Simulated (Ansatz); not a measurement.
`[CH3][Al]([Cl])[Cl]` + `FB(Cl)[SeH]` → `[Cl][AlH][Cl]` + `C[Se]B(F)Cl`  (redistribution)

Computed with Ansatz on PBE0-D4/def2-TZVP structures; ΔE is electronic, products minus reactants. CCSD(T)/CBS adds triple-zeta CCSD(T) − MP2 to the extrapolated MP2 energy (def2 sets, frozen cores). This one scheme is used for every species. Functionals use def2-TZVPP. B3LYP here is the variant with VWN-RPA as its local correlation; programs differ in this. For Se outer-core shells are correlated without core-valence functions, which leaves a few kJ/mol of doubt a bond. Scalar relativity is left out up to krypton. Each species was taken in one conformer, which may not be the lowest.

```csv
level,ΔE (kJ/mol),difference from CCSD(T)/CBS
BLYP-D4,47.2,-1.9
r2SCAN-D4,53.6,4.5
PBE0-D4,51.3,2.2
CAM-B3LYP-D4,51.8,2.7
B2PLYP,50.1,1.0
PBE,51.5,2.4
BLYP,51.0,1.9
PBE0,52.4,3.3
B3LYP,51.9,2.8
r2SCANh,54.0,4.9
r2SCAN0,54.0,4.9
BHLYP,51.6,2.5
CAM-B3LYP,53.0,3.9
LC-ωPBE,54.9,5.8
RPA@PBE/def2-TZVPP,42.9,-6.2
CCSD/def2-TZVPP,49.1,0.0
CCSD(T)/CBS,49.1,0
```

Largest T1 diagnostic among the species: 0.011.

Leaving LDA and LC-ωPBE aside and taking each functional with its dispersion term where it has one, the values, not all of them listed here, spread over 7.5 kJ/mol, from revPBE-D4 to r2SCAN0-D4.
